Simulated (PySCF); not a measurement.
A GIAO shielding run with PySCF (density fitting, non-relativistic, gas phase) on `CCC1=C[Si@H](F)C=CO1`, C$_{6}$H$_{9}$FOSi:

```
$ OMP_NUM_THREADS=1 python probes_run.py task.json out

{"job": {"kind": "nmr", "xc": "PBE0", "basis": "pcSseg-1"}, "charge": 0, "multiplicity": 1}
C     -2.575589     0.329565     0.544291
C     -1.743933     0.367980    -0.738911
C     -0.288685     0.118209    -0.440222
C      0.348732    -1.023218    -0.725566
Si     2.140916    -1.283635    -0.306760
F      2.332546    -2.557039     0.681554
C      2.455908     0.317425     0.588397
C      1.503883     1.247400     0.665147
O      0.248892     1.207293     0.173505
H     -2.219660     1.080621     1.245171
H     -3.620687     0.530238     0.321298
H     -2.500343    -0.647834     1.015700
H     -2.104392    -0.384988    -1.439235
H     -1.843257     1.353171    -1.199864
H     -0.230798    -1.793531    -1.210527
H      3.038453    -1.596613    -1.411797
H      3.399130     0.542532     1.059412
H      1.650124     2.198740     1.166749
```

Hardware: 1 thread of an Intel Xeon 6975P-C, shared host. The job also computes population analyses, field gradients, ring-centre shieldings.

Task: How large is the calculation?

Result: 76 electrons, 205 basis functions and 1083 auxiliary functions.

Task: How long does it take, and how much memory does it need?

Result: 29 s of wall time, with 14 SCF cycles and 5 response iterations; peak memory 0.92 GiB. Times on a shared host scatter by some tens of per cent.
